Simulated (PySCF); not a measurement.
MoO3, SMILES [Mo](=[O])(=[O])=[O], multiplicity 1.

Coordinates come from a PBE0-D3(BJ)/def2-TZVP optimisation. The multiplicity is an assumed one; other spin states were not compared. The isomer is the one that the SMILES or the coordinates give; other isomers of the formula were not compared. The def2 effective core potentials stand for the cores of Mo; spin–orbit coupling is left out.

All values below come from TDA-CAM-B3LYP/def2-SVPD (PySCF).

Vertical excitations; the highest root listed may be one member of a degenerate set. The molecule is in vacuum. State labels are in the subgroup Cs.

Estimate the UV-visible absorptions. (The exact figures need the calculation; the answer reports its results.)


| state | symmetry | energy (eV) | λ (nm) | f | main pairs |
|---|---|---|---|---|---|
| S1 | A" | 2.64 | 469 | 0.000 | HOMO→LUMO 98 % |
| S2 | A' | 2.99 | 414 | 0.011 | HOMO−1→LUMO (degenerate set) |
| S3 | A" | 2.99 | 414 | 0.011 | HOMO−2→LUMO (degenerate set) |
| S4 | A' | 3.27 | 379 | 0.001 | HOMO−3→LUMO 98 % |
| S5 | A" | 4.53 | 274 | 0.000 | HOMO→LUMO+1, HOMO−1→LUMO+2, HOMO−2→LUMO+1 (degenerate set) |
| S6 | A' | 4.53 | 274 | 0.000 | HOMO→LUMO+2, HOMO−2→LUMO+2, HOMO−1→LUMO+1 (degenerate set) |
| S7 | A" | 4.92 | 252 | 0.000 | HOMO−2→LUMO+1 49 %, HOMO−1→LUMO+2 49 % |
| S8 | A' | 4.93 | 252 | 0.010 | HOMO−1→LUMO+1 49 %, HOMO−2→LUMO+2 49 % |
| S9 | A' | 5.07 | 244 | 0.000 | HOMO−3→LUMO+1, HOMO−2→LUMO+2, HOMO−1→LUMO+1, HOMO→LUMO+2 (degenerate set) |
| S10 | A" | 5.07 | 244 | 0.000 | HOMO−3→LUMO+2, HOMO−2→LUMO+1, HOMO−1→LUMO+2, HOMO→LUMO+1 (degenerate set) |
| T1 | A" | 2.51 | 494 | 0 | HOMO→LUMO 96 % |
| T2 | A' | 2.58 | 480 | 0 | HOMO−1→LUMO (degenerate set) |
| T3 | A" | 2.58 | 480 | 0 | HOMO−2→LUMO (degenerate set) |
| T4 | A' | 3.00 | 413 | 0 | HOMO−3→LUMO 95 % |
Triplets are in the Tamm–Dancoff approximation.
